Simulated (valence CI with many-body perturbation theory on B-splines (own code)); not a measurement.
# Forbidden lines of Sn XVII

Method: valence CI with perturbative core correlation (CI+MBPT): six valence electrons over a frozen Dirac-Fock core [Ar] 3d10, a basis of 9 s, 9 p, 8 d, 6 f, 3 g, 1 h functions for each j, with the one-electron correlation potential Σ1, the two-electron term Σ2, the three-electron term Σ3, Breit, model QED; selected CI, second order for the rest, scaled by the run's own slope (own B-spline code, finite nucleus).

No measured levels were compared; by estimate levels hold to about 250 cm⁻¹ or 0.2 % of their energy and the worst to 1 %, as in measured heavy ions of charge 2 to 7; those with d or f electrons hold less well. Among the levels kept, up to 1100 cm⁻¹ of a level comes from second order outside the variational space, and about a tenth of that is noise between levels of different J, which matters for small intervals.

Lines 1 to 41 of 41 in falling wavelength, among levels below 769890 cm⁻¹, chosen from the decays that carry over 1 % of a level's rate. Wavelengths and rates use the calculated energies, so an error of 1000 cm⁻¹ moves a line at 3900 Å by 3.9 % and its rate by three times that or more. Electric multipoles are in the length gauge, E1 and E2 with the static RPA response of the core. S is in atomic units (e²a₀⁴ for E2 and M2, e²a₀⁶ for E3), for M1 in squared Bohr magnetons. Weak lines are less certain than strong ones. Lines between different terms over intervals too small for the method are left out, as are lines whose strength nearly cancels. The highest levels of a list are the least certain.

Names give the largest LS component (configuration and term), which can be under half, so a name can repeat, a term be missing and a line seem to break the LS rules; names also repeat where a configuration has a term twice. Letters in brackets count levels of one name in rising energy.

```tsv
λ vac (Å)	Upper	Lower	Type	A (s⁻¹)	S (a.u.)
8423	4s2 4p3 4d 5D°_4	4s2 4p3 4d 5D°_3	M1	2.93e+01	5.84e+00
4825	4s2 4p3 4d 3F°_4 [a]	4s2 4p3 4d 3F°_3 [a]	M1	8.36e+01	3.13e+00
4108	4s2 4p3 4d 3G°_5	4s2 4p3 4d 3G°_4	M1	1.79e+02	5.07e+00
3900	4s2 4p3 4d 1G°_4	4s2 4p3 4d 3D°_3 [a]	M1	5.43e+01	1.08e+00
3386	4s2 4p3 4d 3G°_4	4s2 4p3 4d 3G°_3	M1	3.84e+02	4.98e+00
3185	4s2 4p3 4d 1G°_4	4s2 4p3 4d 3F°_3 [a]	M1	7.46e+01	8.04e-01
3109	4s2 4p4 3P_0	4s2 4p4 3P_2	E2	1.02e+00	2.65e-01
2589	4s2 4p3 4d 3F°_4 [a]	4s2 4p3 4d 3G°_3	M1	5.32e+01	3.08e-01
2430	4s2 4p4 3P_1	4s2 4p4 3P_0	M1	6.98e+02	1.11e+00
2416	4s2 4p3 4d 3F°_4 [b]	4s2 4p3 4d 3F°_3 [b]	M1	7.99e+02	3.76e+00
2029	4s2 4p3 4d 1G°_4	4s2 4p3 4d 3G°_3	M1	1.51e+02	4.21e-01
1428	4s2 4p3 4d 3G°_4	4s2 4p3 4d 5D°_4	M1	3.80e+03	3.69e+00
1364	4s2 4p4 3P_1	4s2 4p4 3P_2	M1	7.03e+03	1.98e+00
1264	4s2 4p3 4d 3F°_4 [a]	4s2 4p3 4d 5D°_4	M1	6.71e+02	4.52e-01
1188	4s2 4p3 4d 3F°_4 [b]	4s2 4p3 4d 3G°_5	M1	2.39e+03	1.34e+00
1127	4s2 4p3 4d 3F°_4 [b]	4s2 4p3 4d 1G°_4	M1	9.35e+02	4.46e-01
1114	4s2 4p3 4d 1G°_4	4s2 4p3 4d 5D°_4	M1	5.37e+02	2.48e-01
1099	4s2 4p3 4d 3F°_4 [a]	4s2 4p3 4d 5D°_3	M1	1.19e+03	5.27e-01
1065	4s2 4p4 1D_2	4s2 4p4 3P_2	M1	5.51e+03	1.23e+00
1065	4s2 4p4 1D_2	4s2 4p4 3P_2	E2	6.50e+01	3.98e-01
1060	4s2 4p3 4d 3G°_5	4s2 4p3 4d 5D°_4	M1	1.04e+03	5.07e-01
1060	4s2 4p3 4d 3G°_5	4s2 4p3 4d 5D°_4	E2	2.43e+01	3.18e-01
1006	4s2 4p3 4d 3F°_4 [b]	4s2 4p3 4d 3F°_4 [a]	M1	1.39e+03	4.73e-01
983.6	4s2 4p3 4d 1G°_4	4s2 4p3 4d 5D°_3	M1	1.36e+02	4.31e-02
949.9	4s2 4p3 4d 1G°_4	4s2 4p3 4d 5D°_2 [a]	E2	2.04e+01	1.27e-01
921.7	4s2 4p3 4d 3F°_4 [b]	4s2 4p3 4d 3G°_4	M1	9.30e+03	2.43e+00
891.3	4s2 4p4 1S_0	4s2 4p4 3P_1	M1	3.38e+04	8.87e-01
874.3	4s2 4p3 4d 3F°_4 [b]	4s2 4p3 4d 3D°_3 [a]	M1	1.62e+03	3.60e-01
832.4	4s2 4p3 4d 3F°_4 [b]	4s2 4p3 4d 3F°_3 [a]	M1	1.18e+03	2.27e-01
724.5	4s2 4p3 4d 3F°_4 [b]	4s2 4p3 4d 3G°_3	M1	7.51e+02	9.53e-02
649.2	4s2 4p3 4d 5D°_4	4s 4p5 3P°_2	E2	1.67e+01	1.55e-02
560.1	4s2 4p3 4d 3F°_4 [b]	4s2 4p3 4d 5D°_4	M1	1.36e+03	7.95e-02
446.3	4s2 4p3 4d 3G°_4	4s 4p5 3P°_2	E2	6.58e+01	9.37e-03
410.1	4s2 4p3 4d 1G°_4	4s 4p5 3P°_2	E2	2.73e+01	2.55e-03
300.7	4s2 4p3 4d 3F°_4 [b]	4s 4p5 3P°_2	E2	9.63e+02	1.90e-02
181.9	4s2 4p3 4d 3G°_4	4s2 4p4 1D_2	M2	1.31e+02	2.10e-04
179.0	4s2 4p3 4d 3F°_4 [a]	4s2 4p4 1D_2	M2	9.51e+01	1.40e-04
175.6	4s2 4p3 4d 1G°_4	4s2 4p4 1D_2	M2	2.95e+02	3.97e-04
174.4	4s2 4p3 4d 5D°_4	4s2 4p4 3P_2	M2	3.51e+02	4.55e-04
150.8	4s2 4p3 4d 1G°_4	4s2 4p4 3P_2	M2	2.67e+01	1.67e-05
149.7	4s2 4p3 4d 3G°_5	4s2 4p4 3P_2	E3	1.28e+01	7.56e-01
```
